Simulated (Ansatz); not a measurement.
CH₄AlBS (`[CH3][Al]1[BH][S]1`), 8 atoms. The species carries charge 0 and has multiplicity 1. All runs use 2 threads of an Arm Neoverse V1 on a shared host. Correlated methods freeze the cores.

(1) Give the basis size and wall time and peak host memory of each of these runs in Ansatz. RKS PBE0-D4/def2-QZVPP energy; RKS HSE06 (plane-wave form)-D4/def2-TZVPP energy; RKS ωB97M-V/def2-QZVPP energy; RHF-MP2/def2-QZVPP energy; RKS r2SCAN0-D4/def2-TZVPP energy; direct RPA on PBE orbitals/def2-TZVPP energy; RKS PBE0-D4/def2-TZVP relaxation (7 steps); RHF-CCSD(T)/def2-TZVPP energy; RKS PBE0-D4/def2-TZVP frequencies; RKS PBE0-D4/def2-SVP energy; RKS B97M-V/def2-TZVPP energy; RHF-CCSD(T)/def2-SVP energy. (Estimate.)

Answers

(1) Ansatz gave: Other jobs shared the machine, so times are rough.

```
                                    level                   job  functions  wall time  peak host memory (GiB)
                     RKS PBE0-D4/def2-SVP                energy         84      1.4 s                    0.14
                     RHF-CCSD(T)/def2-SVP                energy         84      2.3 s                    0.22
RKS HSE06 (plane-wave form)-D4/def2-TZVPP                energy        202      4.7 s                    0.42
    direct RPA on PBE orbitals/def2-TZVPP                energy        202      5.5 s                    0.35
                RKS r2SCAN0-D4/def2-TZVPP                energy        202        8 s                    0.42
                   RKS PBE0-D4/def2-QZVPP                energy        374       12 s                       1
                    RKS B97M-V/def2-TZVPP                energy        202       13 s                    0.29
                   RKS ωB97M-V/def2-QZVPP                energy        374       28 s                     1.2
                       RHF-MP2/def2-QZVPP                energy        374       30 s                     1.5
                    RKS PBE0-D4/def2-TZVP  relaxation (7 steps)        160       33 s                    0.33
                   RHF-CCSD(T)/def2-TZVPP                energy        202       62 s                     2.3
                    RKS PBE0-D4/def2-TZVP           frequencies        160      120 s                    0.33
```
